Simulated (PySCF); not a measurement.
**Computed structure and properties of [La(NH3)6]3+**

System: [La(NH3)6]3+ (singlet); start: template (Ci). Method: PySCF 2.14.0, RKS PBE0, La lcecp-1-SVP with ECP46, N def2-SVP, H def2-SVP; non-relativistic Hamiltonian with scalar-relativistic core potentials where named; density fitting; no spin-orbit coupling.

Input of the relaxation:

```python
mol = gto.M(atom='''
La     0.00000     0.00000     0.00000
N      0.00000     0.00000     2.62000
H      0.81330     0.46960     3.01800
H     -0.81330     0.46960     3.01800
H      0.00000    -0.93920     3.01800
N      0.00000     0.00000    -2.62000
H      0.81330    -0.46960    -3.01800
H     -0.81330    -0.46960    -3.01800
H      0.00000     0.93920    -3.01800
N      2.62000     0.00000     0.00000
H      3.01800    -0.46960     0.81330
H      3.01800    -0.46960    -0.81330
H      3.01800     0.93920     0.00000
N      0.00000     2.62000     0.00000
H      0.46960     3.01800     0.81330
H      0.46960     3.01800    -0.81330
H     -0.93920     3.01800     0.00000
N     -2.62000     0.00000     0.00000
H     -3.01800     0.46960     0.81330
H     -3.01800     0.46960    -0.81330
H     -3.01800    -0.93920     0.00000
N      0.00000    -2.62000     0.00000
H     -0.46960    -3.01800     0.81330
H     -0.46960    -3.01800    -0.81330
H      0.93920    -3.01800     0.00000''',
    basis={'La': 'lcecp-1-SVP', 'N': 'def2-SVP', 'H': 'def2-SVP'},
    ecp={'La': 'lcecp-1-SVP'},
    charge=3, spin=0)
mf = dft.RKS(mol, xc='PBE0')
mf.grids.atom_grid = (50, 194)  # f atoms: unpruned, at least (60, 302)
mf = mf.density_fit()  # fitting sets: La AutoAux, N def2-universal-JKFIT, H def2-universal-JKFIT
mf.conv_tol = 1e-08; mf.max_cycle = 55
mf.kernel(dm0)  # dm0: converged density of the start geometry
# quasi-Newton relaxation in Cartesian coordinates to a largest gradient under 0.00045 Eh/bohr, steps kept in the point group
```

Run from Python with OMP_NUM_THREADS=4; the lines above give its settings. Where DIIS fails, smearing, a level shift and second-order steps follow.
It took 3.2 min on 4 threads of Arm Neoverse V1 (shared host), from the converged density of the start.

Course of the relaxation:

| step | energy above end (eV) | largest force component within the symmetry (eV/Å) |
| --- | --- | --- |
| 0 | 0.2785 | 0.565 |
| 1 | 0.1495 | 0.211 |
| 2 | 0.0398 | 0.314 |
| 3 | 0.0164 | 0.284 |
| 4 | 0.0021 | 0.106 |
| 5 | 0.0001 | 0.015 |
| 6 | 0.0000 | 0.003 |

Relaxed geometry (Ci):

```xyz
25

La    0.0000    0.0000    0.0000
N     0.0052    0.0077    2.7023
H     0.8106    0.4733    3.1418
H    -0.7980    0.4730    3.1461
H     0.0067   -0.9198    3.1476
N    -0.0052   -0.0077   -2.7023
H     0.7980   -0.4730   -3.1461
H    -0.8106   -0.4733   -3.1418
H    -0.0067    0.9198   -3.1476
N     2.7018   -0.0012    0.0020
H     3.1437   -0.4644    0.8075
H     3.1474   -0.4644   -0.8014
H     3.1423    0.9287    0.0020
N     0.0011    2.7018    0.0066
H     0.4509    3.1415    0.8209
H     0.4778    3.1495   -0.7878
H    -0.9287    3.1423   -0.0064
N    -2.7018    0.0012   -0.0020
H    -3.1474    0.4644    0.8014
H    -3.1437    0.4644   -0.8075
H    -3.1423   -0.9287   -0.0020
N    -0.0011   -2.7018   -0.0066
H    -0.4778   -3.1495    0.7878
H    -0.4509   -3.1415   -0.8209
H     0.9287   -3.1423    0.0064
```

| contact | Å |
| --- | --- |
| La1–N2 (NH3) | 2.702 |
| La1–N6 (NH3) | 2.702 |
| La1–N10 (NH3) | 2.702 |
| La1–N14 (NH3) | 2.702 |
| La1–N18 (NH3) | 2.702 |
| La1–N22 (NH3) | 2.702 |

On the finer grid (75, 302):

```json
{
 "HOMO": "-20.73 eV",
 "LUMO": "-12.71 eV",
 "Dipole about the centre of mass": "0.00 D",
 "Set of Mulliken populations of La1 outside the core potential": "s 2.29, p 6.33, d 0.90, f 0.04",
 "D3(BJ) dispersion energy (not in the energies)": "-0.483 eV"
}
```

| atom | Mulliken (e) | Löwdin (e) | spin (e) |
| --- | --- | --- | --- |
| La1 | 1.43 | 1.02 | 0.00 |
| N2 | -0.37 | -0.07 | 0.00 |
| H3 | 0.21 | 0.13 | 0.00 |
| H4 | 0.21 | 0.13 | 0.00 |
| H5 | 0.21 | 0.13 | 0.00 |
| N6 | -0.37 | -0.07 | 0.00 |
| H7 | 0.21 | 0.13 | 0.00 |
| H8 | 0.21 | 0.13 | 0.00 |
| H9 | 0.21 | 0.13 | 0.00 |
| N10 | -0.37 | -0.07 | 0.00 |
| H11 | 0.21 | 0.13 | 0.00 |
| H12 | 0.21 | 0.13 | 0.00 |
| H13 | 0.21 | 0.13 | 0.00 |
| N14 | -0.37 | -0.07 | 0.00 |
| H15 | 0.21 | 0.13 | 0.00 |
| H16 | 0.21 | 0.13 | 0.00 |
| H17 | 0.21 | 0.13 | 0.00 |
| N18 | -0.37 | -0.07 | 0.00 |
| H19 | 0.21 | 0.13 | 0.00 |
| H20 | 0.21 | 0.13 | 0.00 |
| H21 | 0.21 | 0.13 | 0.00 |
| N22 | -0.37 | -0.07 | 0.00 |
| H23 | 0.21 | 0.13 | 0.00 |
| H24 | 0.21 | 0.13 | 0.00 |
| H25 | 0.21 | 0.13 | 0.00 |

The large-core potential holds the 4f shell empty.

No frequency check is given here. The steps kept the symmetry Ci of the start, so a lower state may lie off it.

Taking off one NH3 (charge 0, singlet; the rest: singlet) in vacuum, both parts rigid, costs 2.35 eV; the small basis without counterpoise inflates it. Parting with an electron moved from the ligand to the metal can be far cheaper, even downhill.

Rigid scan of NH3 along the line from its metal, all other atoms held (where the atom bridges, its other bond changes as well):

| distance to N2 (Å) | energy (eV) |
| --- | --- |
| 2.40 | 0.283 |
| 2.50 | 0.110 |
| 2.60 | 0.024 |
| 2.70 | 0.000 |
| 2.80 | 0.019 |

One start shape was tried, so this needn't be the lowest isomer.
